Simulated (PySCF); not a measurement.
# Electron correlation in B⁺ (boron, charge +1)

[He] 2s2, closed-shell 1S. Calculation: PySCF 2.14, in x2c-QZVPPall (7s4p3d2f1g, 57 functions); the spin-free X2C one-electron Hamiltonian (Gaussian nucleus). Frozen: 1s2; 2 electrons correlated.

With two correlated electrons CCSD is exact within the correlated space (frozen core and kept virtual orbitals).

| level | correlation energy (mhartree) |
| --- | --- |
| CCSD | -60.66 |

Diagnostics: T1 = 0.013, D1 = 0.0178, largest double amplitude 0.149.

Task: Is a single reference adequate?

Result: Mostly. T1 lies below 0.03, but a double amplitude of this size points to a near-degeneracy that CCSD handles and MP2 describes poorly.
